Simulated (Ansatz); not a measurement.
Z-matrix (Å, degrees):
```
Mo
F 1 1.861
O 1 1.829 2 85.6
F 1 1.846 2 82.8 3 153.9
O 1 1.647 2 108.2 3 -102.6
F 1 1.850 2 144.2 3 83.6
C 3 1.402 1 136.7 2 52.8
H 7 1.094 3 110.2 1 71.5
H 7 1.095 3 109.2 1 -48.9
H 7 1.091 3 108.6 1 -168.5
```

The species carries charge 0 and has multiplicity 1. Mo: def2 effective core potential.

(1) List the PBE0/def2-TZVPP orbital energies in eV (the Gaussian-basis code of Ansatz). (Best estimate.)

Answers

(1) Ansatz gave: Occupied: -674.23, -674.08, -674.05, -524.81, -524.68, -280.56, -75.79, -48.69, -48.36, -48.33, -32.96, -32.57, -32.32, -29.56, -27.14, -20.27, -15.43, -14.72, -14.59, -14.55, -14.29, -13.59, -13.32, -13.07, -12.47, -12.33, -12.10, -11.79, -11.48, -11.44, -11.10, -9.93, -9.82. Lowest empty: -3.94, -2.43, -2.39, -0.75, -0.19, 0.33, 1.10, 1.30.
